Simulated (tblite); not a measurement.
Species: C₇H₄FO₂ (charge -1).
Numbering: `[O:1]=[C:2]([O-:3])[c:4]1[cH:5][cH:6][cH:7][c:8]([F:9])[cH:10]1` (hydrogens: H11 on C5; H12 on C6; H13 on C7; H14 on C10)
Bond orders are those of one Lewis drawing.

Computed with GFN2-xTB (tblite), gas phase: nudged elastic band of 9 images (0 to 8), spring 0.2 eV/Å², climbing image at the end, force threshold 0.05 eV/Å. No saddle search or frequency run followed, so the top image need not be a first-order saddle, and its height can exceed the method's true barrier by a kcal/mol or more.

The band describes a rotation about C4–C2 (substituted aromatic carbon, carboxylate carbon), followed by the dihedral C10–C4–C2–O3, from the optimised start (180°) to a second optimised geometry at 0°.

**Question.** Give the energy profile along the converged band.

**Answer.** 
| image | dihedral (°) | E (eV) | C4–C2 (Å) | C10···O3 (Å) | largest true force (eV/Å) |
| --- | --- | --- | --- | --- | --- |
| 0 | 180 | 0.000 | 1.571 | 3.63 | 0.01 |
| 1 | -158 | 0.008 | 1.570 | 3.60 | 0.04 |
| 2 | -135 | 0.029 | 1.568 | 3.51 | 0.04 |
| 3 | -111 | 0.047 | 1.568 | 3.38 | 0.04 |
| 4 | -89 | 0.053 | 1.568 | 3.22 | 0.04 |
| 5 | -66 | 0.046 | 1.568 | 3.05 | 0.04 |
| 6 | -43 | 0.027 | 1.568 | 2.90 | 0.04 |
| 7 | -21 | 0.007 | 1.571 | 2.81 | 0.04 |
| 8 | 0 | 0.000 | 1.572 | 2.80 | 0.01 |

Barriers of this band. The top is image 4 at -89°: 0.05 eV in either direction, as the ends lie within 0.002 eV of each other. The central bond is 0.003 Å shorter at the top than at the start.

**Question.** What rate follows at 350 K for crossing this barrier forward?

**Answer.** Taking the electronic barrier for the free energy of activation (no zero-point or entropy terms, transmission 1), rate = (kT/h)·exp(−ΔE/kT) ≈ 1 × 10^12 s⁻¹, whose inverse is 8 × 10^-13 s. An error of 1 kcal/mol in the barrier changes this by a factor of 4, and the method and the loose band can each miss by that much or more. The barrier is only 1.8 kT, where transition-state theory is rough.

**Question.** How long is the path, and how are the images spaced?

**Answer.** Cartesian distances between aligned neighbours (all atoms, Å): 0.59, 0.61, 0.60, 0.59, 0.60, 0.59, 0.60, 0.56; the sum is 4.74 Å, and the top lies 50 % of the way along.

What follows is the cost of the whole band run. On an Arm Neoverse V2 with one thread, shared host with 192 logical CPUs at a one-minute load of 50, this took 2.1 s of wall time and 0.18 GiB of memory at its peak.
